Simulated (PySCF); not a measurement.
**What went wrong, or what changed?**

The sound run of PbH4 (singlet) uses PySCF 2.14.0, RKS TPSS, Pb def2-SVP with ECP60, H def2-SVP; non-relativistic Hamiltonian with scalar-relativistic core potentials where named; density fitting; no spin-orbit coupling, grid (50, 194), threshold 1e-8 and 55 cycles at the relaxed geometry. This run, with dm0 from free metal ions and neutral atoms, differs:

```python
mol = gto.M(atom='''
Pb     0.00776     0.37293    -0.00000
H     -0.01352    -0.64973     1.44540
H     -0.01352    -0.64973    -1.44540
H      1.47370     1.36566    -0.00000
H     -1.41562     1.42577     0.00000''',
    basis={'Pb': 'def2-SVP', 'H': 'def2-SVP'},
    ecp={'Pb': 'def2-SVP'},
    charge=-3, spin=0)
mf = dft.RKS(mol, xc='TPSS')
mf.grids.atom_grid = (50, 194)
mf = mf.density_fit()  # fitting sets: Pb def2-universal-JKFIT, H def2-universal-JKFIT
mf.conv_tol = 1e-08; mf.max_cycle = 76
mf.kernel(dm0)
```

Q: What was changed, and how did it end?

A: The charge was changed. The program refused it. The cycle limit differs too. These settings are unsound on purpose: the numbers aren't the compound's.
```
RuntimeError: Electron number 29 and spin 0 are not consistent
Note mol.spin = 2S = Nalpha - Nbeta, not 2S+1
```

Run from Python with OMP_NUM_THREADS=2; the lines above give its settings.

No frequency check is given that shows the relaxed geometry to be a minimum.
